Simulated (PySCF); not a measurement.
Radial density of B³⁺ (boron, charge +3)

CAM-B3LYP, 1s2, closed-shell 1S. Computed with PySCF 2.14 in x2c-TZVPPall with one added diffuse shell each of s, p, d type (6s4p3d1f, 40 functions), with the spin-free X2C one-electron Hamiltonian (Gaussian nucleus).

| r (bohr) | 4πr²ρ (e/bohr) |
| --- | --- |
| 0.00489 | 0.02034 |
| 0.00823 | 0.05561 |
| 0.0138 | 0.1474 |
| 0.0233 | 0.3784 |
| 0.0392 | 0.9112 |
| 0.0659 | 1.978 |
| 0.111 | 3.599 |
| 0.186 | 4.905 |
| 0.313 | 4.176 |
| 0.527 | 1.653 |
| 0.887 | 0.1918 |
| 1.49 | 0.003029 |

Densities and radii are taken from the X2C orbitals without a picture-change correction, which distorts them close to the nucleus.
